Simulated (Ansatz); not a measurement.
Compare A (`C/C([SiH3])=C\N`) with its isomer B (`C/C(N)=C\[SiH3]`).

Program: Ansatz. Geometries: PBE0-D4/def2-TZVP. ΔE: electronic, gas phase. CCSD(T)/CBS is the MP2 limit (def2-TZVPP, def2-QZVPP) plus CCSD(T) − MP2 in def2-TZVPP, frozen cores. Double bonds are as drawn, so ΔE can hold a change between cis and trans. DFT in def2-TZVPP. B3LYP here is the variant with VWN-RPA as its local correlation; programs differ in this. One conformer a species, not always the lowest.

(1) Which isomer does CCSD(T)/CBS put lower? Give the gap. (An estimate is asked.)

(2) Give E(B) − E(A) in kcal/mol with PBE-D4, B2PLYP, B3LYP, ωB97M-V, CCSD/def2-TZVPP, CCSD(T)/def2-TZVPP, HF/def2-TZVPP. (Best estimate.)

Largest T1 diagnostic: 0.012.

Results:

(1) Ansatz gave: B, by 1.9 kcal/mol.

(2) The calculation gave: PBE-D4 -1.7, B2PLYP -1.9, B3LYP -1.9, ωB97M-V -2.3, CCSD/def2-TZVPP -2.2, CCSD(T)/def2-TZVPP -2.0, HF/def2-TZVPP -2.9. None reverses the order clearly.

In def2-TZVPP, CCSD(T) changes the Hartree–Fock value by +0.9 kcal/mol (the triples alone add +0.1 kcal/mol) and MP2 by +1.2 kcal/mol.
